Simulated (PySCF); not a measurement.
C3H5BO2, SMILES C1(=C)B(CO1)O.

Geometry optimised at PBE0-D3(BJ)/def2-SVP. This is a generated structure with no PubChem entry under its InChIKey; it may be hypothetical. One conformer was computed; it need not be the lowest.

Calculation: TDA-PBE/def2-SVPD (PySCF).

Vertical excitations. Gas-phase values at a fixed geometry. State labels are in the subgroup Cs.

| state | symmetry | energy (eV) | λ (nm) | f | main pairs |
|---|---|---|---|---|---|
| S1 | A' | 4.53 | 274 | 0.123 | HOMO→LUMO 86 % |
| S2 | A" | 4.61 | 269 | 0.004 | HOMO→LUMO+1 100 % |
| S3 | A" | 5.30 | 234 | 0.001 | HOMO−1→LUMO 97 % |
| S4 | A" | 5.75 | 216 | 0.001 | HOMO−2→LUMO 95 % |
| S5 | A" | 5.82 | 213 | 0.017 | HOMO→LUMO+2 99 % |
| S6 | A" | 6.23 | 199 | 0.002 | HOMO→LUMO+3 100 % |
| S7 | A' | 6.40 | 194 | 0.018 | HOMO−1→LUMO+1 96 % |
| S8 | A' | 6.53 | 190 | 0.020 | HOMO−3→LUMO 71 %, HOMO→LUMO+5 15 % |
| S9 | A" | 6.72 | 184 | 0.009 | HOMO→LUMO+4 99 % |
| S10 | A' | 6.82 | 182 | 0.054 | HOMO−2→LUMO+1 87 % |
| T1 | A' | 2.85 | 435 | 0 | HOMO→LUMO 98 % |
| T2 | A" | 4.57 | 271 | 0 | HOMO→LUMO+1 100 % |
| T3 | A" | 4.80 | 258 | 0 | HOMO−1→LUMO 98 % |
| T4 | A" | 5.18 | 239 | 0 | HOMO−2→LUMO 97 % |
Triplets are in the Tamm–Dancoff approximation.
